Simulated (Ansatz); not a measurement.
Gas-phase reaction in SMILES: [CH2]CCC(=C)C -> C=CCC[CH]C
Structures are relaxed separately at B3LYP-D3(BJ)/def2-TZVP in Ansatz (an electronic-structure program), one conformer each, not searched for the lowest. Frequencies are from Ansatz.

Property: isomerisation energy (enthalpy at 298 K, with B3LYP-D3(BJ) rigid-rotor harmonic-oscillator terms), in kcal/mol. Valence correlation only, unless marked. Open shells are spin-unrestricted. Spin-orbit coupling is left out. Non-relativistic. CBS(X,Y): correlation extrapolated as X^-3; Hartree-Fock from the larger set. The bracket is a focal-point correction in the basis named.

```
level      program  isomerisation energy (kcal/mol)
---------  -------  -------------------------------
HF/STO-3G   Ansatz                             -0.6
```

Estimate the value at RI-MP2/CBS(cc-pVTZ,cc-pVQZ)+[CCSD(T)-MP2]/cc-pVTZ as computed with Ansatz.

0.5 kcal/mol, so HF/STO-3G differs from it by -1.1 kcal/mol.
